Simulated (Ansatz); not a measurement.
A nudged elastic band was laid between two geometries of CH$_{9}$GaSiSn (13 atoms, charge 0, multiplicity 1).

All numbers below come from RKS PBE0-D4/def2-SVP in Ansatz 0.2.0.

- movable images: 5
- climbing image: yes
- spring: 5.0 eV/Å²
- optimiser: quadratic models (default)
- start path: through a guess of the saddle point
- force threshold: 0.2 eV/Å
- iteration limit: 60
- end points: relaxed

Initial state:

```xyz
13
Properties=species:S:1:pos:R:3
Ga -1.351 2.514 0.055
C -0.786 0.711 0.613
Si 0.450 -0.019 -0.607
Sn 1.194 -2.391 0.053
H -2.610 2.677 -0.872
H -0.509 3.761 0.508
H -0.307 0.754 1.605
H -1.658 0.039 0.670
H 1.663 0.857 -0.700
H -0.148 -0.071 -1.982
H 2.262 -3.076 -1.100
H -0.170 -3.424 0.196
H 1.991 -2.367 1.573
```

Final state:

```xyz
13
Properties=species:S:1:pos:R:3
Ga -1.340 2.521 0.062
C -0.776 0.717 0.620
Si 0.432 -0.028 -0.619
Sn 1.194 -2.391 0.055
H -0.521 3.773 0.543
H -2.578 2.679 -0.893
H -0.285 0.759 1.606
H -1.654 0.053 0.690
H 1.643 0.846 -0.751
H -0.198 -0.097 -1.977
H 2.338 -3.033 -1.051
H -0.148 -3.461 0.115
H 1.912 -2.372 1.615
```

**Question.** Which bonds break or form, and what moves?

**Answer.** No bond is made or broken. The height of Ga1 over the plane of its neighbours goes from -0.02 to 0.02 Å. The two ends are copies of one structure, up to a mirror image or an exchange of like atoms.

**Question.** Give the energies along the band, and the barrier.

**Answer.** It converged. The highest image is number 3 of 0 to 6, 0.064 eV above the ends, which have the same energy within 2 meV. The threshold of 0.2 eV/Å is loose, so the images may lie well off the minimum-energy path. The order of the stationary point at the top wasn't checked.

```json
{"image": "0", "path coordinate (Å)": "0.00", "energy (eV)": "0.000", "height of Ga1 over the plane of its neighbours (Å)": "-0.02"}
{"image": "1", "path coordinate (Å)": "0.98", "energy (eV)": "0.011", "height of Ga1 over the plane of its neighbours (Å)": "-0.01"}
{"image": "2", "path coordinate (Å)": "1.95", "energy (eV)": "0.043", "height of Ga1 over the plane of its neighbours (Å)": "-0.01"}
{"image": "3", "path coordinate (Å)": "2.93", "energy (eV)": "0.064", "height of Ga1 over the plane of its neighbours (Å)": "0.02"}
{"image": "4", "path coordinate (Å)": "3.88", "energy (eV)": "0.043", "height of Ga1 over the plane of its neighbours (Å)": "0.00"}
{"image": "5", "path coordinate (Å)": "4.84", "energy (eV)": "0.013", "height of Ga1 over the plane of its neighbours (Å)": "0.01"}
{"image": "6", "path coordinate (Å)": "5.79", "energy (eV)": "0.000", "height of Ga1 over the plane of its neighbours (Å)": "0.02"}
```

**Question.** What is the geometry of the highest image?

**Answer.** 
```xyz
13
Properties=species:S:1:pos:R:3
Ga -1.284 2.579 0.090
C -0.673 0.780 0.649
Si 0.337 -0.107 -0.662
Sn 1.183 -2.439 0.032
H -0.918 3.138 -1.345
H -2.183 3.454 1.066
H -0.086 0.895 1.579
H -1.555 0.179 0.934
H 1.532 0.723 -1.009
H -0.469 -0.250 -1.920
H 2.175 -3.118 -1.197
H -0.136 -3.511 0.311
H 2.097 -2.358 1.485
```

Time of the run: 6.8 min on 2 threads of Arm Neoverse V1 (shared host), peak memory 0.4 GiB.
